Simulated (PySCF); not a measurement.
The vertical singlet excitations below were computed for one of the candidates. Computed with PySCF, TDDFT PBE0/def2-SVPD, vertical, gas phase, core orbitals frozen in the response. Geometries: GFN2-xTB, one conformer each. Ions are computed without counter-ions or solvent.

| state | ν̃ (cm⁻¹) | f | main configurations (H = HOMO, L = LUMO) |
| --- | --- | --- | --- |
| S1 | 53960 | 0.103 | H→L (86%), H→L+1 (12%) |
| S2 | 61190 | 0.038 | H→L+2 (66%), H→L+1 (28%) |
| S3 | 61570 | 0.068 | H→L+3 (54%), H→L+2 (18%), H→L+1 (13%) |
| S4 | 62850 | 0.099 | H→L+3 (42%), H→L+1 (29%), H→L+2 (11%) |
| S5 | 63630 | 0.031 | H-1→L (80%), H-1→L+1 (10%) |
| S6 | 65460 | 0.063 | H→L+4 (82%), H→L+1 (12%) |
| S7 | 70610 | 0.0019 | H-2→L (94%) |
| S8 | 71890 | 0.022 | H-1→L+1 (67%), H-3→L (15%), H-1→L (12%) |

Problem. Which candidate is it?
A. `C=C[C@H]1CC[NH2+]1`
B. `CC#CC[NH2+]C`
C. `C=C(F)CC[NH2+]C`

Solution. A. Its S1, at 6.69 eV, is the highest among the candidates; the nearest of the others has S1 at 6.38 eV. S1 is HOMO→LUMO (86%), HOMO→LUMO+1 (12%). Löwdin shares by element: HOMO carbon 83% or more (atoms not listed hold the other 17%); LUMO carbon 34% or more, nitrogen 11%, hydrogen 11% or more (atoms not listed hold the other 44%). At the same level the other candidates give, for their lowest levels:
- `CC#CC[NH2+]C`: 5.77 eV (f 0.001); 6.29 eV (f 0.061); 6.68 eV (f 0.007); 6.99 eV (f 0.011); 7.06 eV (f 0.001); T1 5.22 eV; HOMO -11.70, LUMO -4.57 eV
- `C=C(F)CC[NH2+]C`: 6.38 eV (f 0.040); 7.44 eV (f 0.099); 7.63 eV (f 0.046); 7.81 eV (f 0.144); 7.97 eV (f 0.161); T1 4.48 eV; HOMO -11.56, LUMO -4.33 eV

Shape of the structure used: `[CH2:1]=[CH:2][C@H:3]1[CH2:4][CH2:5][NH2+:6]1`: C1–C2–C3–C4 30°.
Triplets come from the Tamm–Dancoff approximation.
